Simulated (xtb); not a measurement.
Ge(OH)3(NH2) (GeH₅NO₃), SMILES [OH][Ge]([OH])([OH])[NH2]. All values are semi-empirical tight-binding results from xtb (GFN2-xTB unless named), good for trends rather than for accurate numbers. The structure is a stationary point at GFN2-xTB. This is a generated structure with no PubChem entry under its InChIKey; it may be hypothetical. Other conformers were not sampled.

Optimised geometry:

Bonded distances (Å): N1–Ge2 1.811, N1–H6 1.011, N1–H7 1.011, Ge2–O3 1.728, Ge2–O4 1.738, Ge2–O5 1.741, O3–H8 0.955, O4–H9 0.955, O5–H10 0.954. Bond angles (°): Ge2–N1–H6 113.2, Ge2–N1–H7 113.6, H6–N1–H7 107.6, N1–Ge2–O3 113.6, N1–Ge2–O4 108.3, N1–Ge2–O5 110.9, O3–Ge2–O4 109.3, O3–Ge2–O5 104.5, O4–Ge2–O5 110.1, Ge2–O3–H8 114.3, Ge2–O4–H9 115.7, Ge2–O5–H10 116.1.

A frequency run showed that this geometry is not a minimum.

For metal compounds this method's bond lengths and energies can be far off.

Computed properties:
| Property | Result |
|---|---|
| orbital gap | 6.87 eV |

Computed atomic charges and the Wiberg bond orders between heavy atoms:
charges (e) N1 -0.37, Ge2 0.44, O3 -0.46, O4 -0.47, O5 -0.47, H6 0.18, H7 0.18, H8 0.33, H9 0.33, H10 0.32. Bond orders N1–Ge2 1.02, Ge2–O3 1.10, Ge2–O4 1.08, Ge2–O5 1.07.
